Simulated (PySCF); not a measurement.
A geometry optimisation on 2-isopropenylaniline, `C=C(C)c1ccccc1N`.

Computed with PBE0-D3(BJ)/def2-SVP geometry optimisation, gas phase (PySCF 2.14.0). Start geometry: GFN2-xTB. The input is one job of a driver script: a line of settings, then coordinates in Å.

Command:
```bash
OMP_NUM_THREADS=1 python probes_run.py task.json out
```

Input:
```
{"job": {"xc": "PBE0", "basis": "def2-SVP", "d3": "d3bj", "grid": 1, "shake": 0.01, "kind": "geom"}, "charge": 0, "multiplicity": 1}
C     -2.107030     0.216820    -1.173170
C     -1.492600     0.079100    -0.025640
C     -2.224790     0.182280     1.284270
C     -0.009100    -0.207770     0.040180
C      0.414720    -1.234300     0.862470
C      1.757230    -1.531390     0.965870
C      2.690950    -0.806840     0.235820
C      2.267520     0.229820    -0.580940
C      0.894870     0.541710    -0.673320
N      0.505990     1.543680    -1.540600
H     -3.191820     0.455380    -1.201810
H     -1.626900     0.121710    -2.118680
H     -2.405520    -0.797200     1.699560
H     -1.626480     0.750060     2.017490
H     -3.174150     0.658480     1.167030
H     -0.299390    -1.788750     1.448440
H      2.090990    -2.327500     1.609780
H      3.726270    -1.025660     0.307860
H      2.966250     0.798260    -1.137810
H      1.196070     2.229910    -1.769480
H     -0.424230     1.934480    -1.394310
```

Output:
```
step   0  E = -403.56184323  max force = 0.049973
step   1  E = -403.57013970  max force = 0.006712
step   2  E = -403.57035669  max force = 0.003827
step   3  E = -403.57043587  max force = 0.003310
step   4  E = -403.57057181  max force = 0.001074
step   5  E = -403.57059428  max force = 0.001987
step   6  E = -403.57064114  max force = 0.000813
step   7  E = -403.57064864  max force = 0.000670
step   8  E = -403.57066064  max force = 0.000479
step   9  E = -403.57066339  max force = 0.000162
optimisation converged
```

Energies in Eh; «max force» is the largest Cartesian gradient component in Eh/bohr.

Question: How much energy does the optimisation release, in kcal/mol?

Answer: E(step 0) − E(last step) = 0.008820 Eh, which is 5.5 kcal/mol.

Question: Give the first gradient maximum in eV/Å.

Answer: With 1 Eh/bohr = 51.422 eV/Å, 2.570 eV/Å.

Main results: final energy -403.57066 Eh after 9 steps; dipole 1.59 D.

Question: Where do the atoms end?

Answer: 0.117 Å rms from the input after alignment:
```
atom  x, y, z in Å
C1    -2.0549    0.6118   -1.2075
C2    -1.4233    0.3565   -0.0474
C3    -2.1935    0.3244    1.2440
C4     0.0326    0.0766    0.0320
C5     0.5000   -0.9076    0.9157
C6     1.8487   -1.2171    1.0465
C7     2.7778   -0.5055    0.2884
C8     2.3515    0.4897   -0.5788
C9     0.9882    0.8021   -0.7296
N10    0.6198    1.7868   -1.6221
H11   -3.1298    0.8116   -1.2251
H12   -1.5336    0.5875   -2.1671
H13   -2.2409   -0.6960    1.6576
H14   -1.7127    0.9536    2.0094
H15   -3.2266    0.6687    1.0978
H16   -0.2283   -1.4620    1.5112
H17    2.1705   -2.0011    1.7346
H18    3.8453   -0.7230    0.3749
H19    3.0835    1.0510   -1.1665
H20    1.3350    2.4698   -1.8348
H21   -0.3026    2.1842   -1.4836
```

Question: How long does this job take on Arm Neoverse N1, one thread, on a shared host? And the peak memory of the process?

Answer: About 6.0 min, with 0.84 GiB resident at the peak, the Python interpreter and its libraries included.
Labels such as C1 count atoms from 1, the log's own numbers from 0.
